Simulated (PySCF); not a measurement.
C3H7FSi2, SMILES C[SiH2]C#C[SiH2]F.

Geometry: B3LYP-D3(BJ)/def2-SVP. This is a generated structure with no PubChem entry under its InChIKey; it may be hypothetical.

Two levels are set side by side: TDDFT-PBE/def2-SVPD (PySCF) and TDDFT-PBE0/def2-SVPD (PySCF). Vertical, same geometry. The lowest singlet is HOMO→LUMO 99 % with PBE and HOMO→LUMO 92 % with the other functional; states are paired by order. Differences are taken from unrounded values.

```json
[
 {"quantity": "lowest singlet excitation (eV)", "TDDFT-PBE0": "5.27", "TDDFT-PBE": "5.05", "TDDFT-PBE minus TDDFT-PBE0": "-0.22"},
 {"quantity": "lowest triplet excitation (TDA) (eV)", "TDDFT-PBE0": "4.39", "TDDFT-PBE": "4.42", "TDDFT-PBE minus TDDFT-PBE0": "0.03"},
 {"quantity": "first bright state (f over 0.05) (eV)", "TDDFT-PBE0": "7.28", "TDDFT-PBE": "6.43", "TDDFT-PBE minus TDDFT-PBE0": "-0.86"},
 {"quantity": "its oscillator strength", "TDDFT-PBE0": "0.97", "TDDFT-PBE": "0.39", "TDDFT-PBE minus TDDFT-PBE0": "-0.58"}
]
```

Functionals without exact exchange tend to place singlet excitations lower, as here. Differences between two approximate levels are no errors against the true value.

Rough cost on one machine, each run with all the roots and properties that it gave: TDDFT-PBE0 against TDDFT-PBE about 4 times.
